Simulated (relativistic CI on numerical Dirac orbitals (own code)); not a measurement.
Electric-dipole transitions in Mn18+

These numbers are calculated, not measured: Dirac-Coulomb-Breit CI, KLI orbitals optimised for each configuration, a model potential for QED, unscaled Slater integrals (own radial code, finite nucleus).

Configuration list (outside the closed core 1s2): 2s2 2p3, 2s 2p4, 2p5, 2p4 3s, 2p4 3p, 2p4 3d, 2s2 2p2 3s, 2s2 2p2 3p, 2s2 2p2 3d, 2s 2p3 3s, 2s 2p3 3p, 2s 2p3 3d, 2s2 2p2 4s, 2s2 2p2 4p, 2s2 2p2 4d, 2s2 2p2 4f. Levels of other configurations are missing.

| λ vac (Å) | Lower | Upper | A (s⁻¹) | gf | Branching (%) |
| --- | --- | --- | --- | --- | --- |
| 14.051 | 2s2 2p3 4S°_3/2 [1] | 2s2 2p2 3d 4P_1/2 [60] | 1.82e+13 | 1.08e+00 | 96.3 |
| 14.065 | 2s2 2p3 4S°_3/2 [1] | 2s2 2p2 3d 4P_3/2 [59] | 1.73e+13 | 2.05e+00 | 96.5 |
| 14.071 | 2s2 2p3 2P°_1/2 [4] | 2s2 2p2 3d 2D_3/2 [86] | 1.14e+13 | 1.35e+00 | 75.5 |
| 14.088 | 2s2 2p3 4S°_3/2 [1] | 2s2 2p2 3d 4P_5/2 [57] | 1.18e+13 | 2.10e+00 | 88.9 |
| 14.113 | 2s2 2p3 2D°_3/2 [2] | 2s2 2p2 3d 2D_5/2 [70] | 8.67e+12 | 1.55e+00 | 46.8 |
| 14.122 | 2s2 2p3 2D°_3/2 [2] | 2s2 2p2 3d 2D_3/2 [69] | 9.68e+12 | 1.16e+00 | 63.6 |
| 14.136 | 2s2 2p3 2D°_5/2 [3] | 2s2 2p2 3d 2F_7/2 [74] | 2.30e+13 | 5.51e+00 | 100.0 |
| 14.176 | 2s2 2p3 2D°_5/2 [3] | 2s2 2p2 3d 2D_5/2 [70] | 8.71e+12 | 1.58e+00 | 47.0 |
| 14.185 | 2s 2p4 4P_5/2 [6] | 2s 2p3 3d 4P°_5/2 [152] | 1.84e+13 | 3.32e+00 | 99.5 |
| 14.192 | 2s2 2p3 2P°_3/2 [5] | 2s2 2p2 3d 2D_5/2 [85] | 1.11e+13 | 2.01e+00 | 92.3 |
| 14.198 | 2s 2p4 4P_5/2 [6] | 2s 2p3 3d 2G°_7/2 [150] | 5.09e+12 | 1.23e+00 | 96.6 |
| 14.217 | 2s 2p4 4P_5/2 [6] | 2s 2p3 3d 4D°_7/2 [149] | 9.65e+12 | 2.34e+00 | 99.8 |
| 14.237 | 2s2 2p3 2D°_3/2 [2] | 2s 2p3 3p 6P_5/2 [65] | 6.88e+12 | 1.25e+00 | 74.1 |
| 14.242 | 2s2 2p3 2D°_3/2 [2] | 2s 2p3 3p 6P_5/2 [64] | 6.51e+12 | 1.19e+00 | 64.2 |
| 14.343 | 2s2 2p3 2P°_3/2 [5] | 2s2 2p2 3d 2P_3/2 [80] | 1.24e+13 | 1.53e+00 | 79.4 |
| 14.344 | 2s2 2p3 2P°_3/2 [5] | 2s2 2p2 3d 2D_5/2 [79] | 1.33e+13 | 2.46e+00 | 79.1 |
| 14.349 | 2s 2p4 4P_3/2 [7] | 2s 2p3 3d 4D°_5/2 [147] | 1.12e+13 | 2.08e+00 | 93.7 |
| 14.365 | 2s2 2p3 2D°_5/2 [3] | 2s2 2p2 3d 2F_7/2 [61] | 4.89e+12 | 1.21e+00 | 99.9 |
| 14.445 | 2s 2p4 2D_5/2 [10] | 2s 2p3 3d 2F°_7/2 [186] | 9.44e+12 | 2.36e+00 | 99.2 |
| 14.714 | 2s 2p4 4P_5/2 [6] | 2s 2p3 3d 4D°_7/2 [110] | 7.47e+12 | 1.94e+00 | 99.7 |

Terms are leading LS components. Brackets give the number of a level in order of energy, since labels repeat. The list gives strong lines, with weight on those to low levels, without lines whose two gauges differ by over a factor of 2.5, among the lowest 200 of 359 levels, so that lines to higher ones, which can be the strongest, are missing. Levels whose partners in the same complex of configurations lie outside the list can be far off, and so can their lines. Rates are taken at the computed energies, electric ones in the length gauge.

At this charge energies of transitions that change n are usually good to better than 1 %, and those within a shell (Δn = 0) to a few per cent.

LS names give the leading component of a level, which can be under half, so a name can repeat, a term be missing and a line seem to break the LS rules.
